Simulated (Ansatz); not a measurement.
Reaction (formal exchange of groups at the In–O bond): `C[S][AlH][O][InH2]` + `CBCl` → `C[B](Cl)[InH2]` + `C[S][AlH][OH]`

Gas-phase electronic energies from Ansatz, PBE0-D4/def2-TZVP geometries. CBS: MP2 limit from def2 TZ/QZ plus the TZ coupled-cluster correction, frozen cores. DFT in def2-TZVPP. def2 core potentials past Kr. For In outer-core shells are correlated without core-valence functions, which leaves a few kJ/mol of doubt a bond. One conformer a species, not always the lowest.

| species | r2SCAN energy (Eh) |
| --- | --- |
| `C[S][AlH][O][InH2]` | -947.80931 |
| `CBCl` | -525.56202 |
| `C[B](Cl)[InH2]` | -716.33690 |
| `C[S][AlH][OH]` | -757.00811 |

(1) Work out ΔE.

Largest T1 diagnostic among the species: 0.015.

Results:

(1) ΔE = (-716.33690) + (-757.00811) − (-947.80931) − (-525.56202) = 0.02632 Eh = +69.1 kJ/mol. CCSD(T)/CBS gives +72.3 kJ/mol.

From BLYP to BHLYP (50 % exact exchange), in def2-TZVPP and without D4, ΔE moves by +3.7 kJ/mol. At CCSD(T), def2-SVP lies +13.9 kJ/mol from the extrapolated value and def2-TZVPP −2.1 kJ/mol. In def2-TZVPP, CCSD(T) changes the Hartree–Fock value by −16.3 kJ/mol (the triples alone add −0.4 kJ/mol) and MP2 by −14.5 kJ/mol.
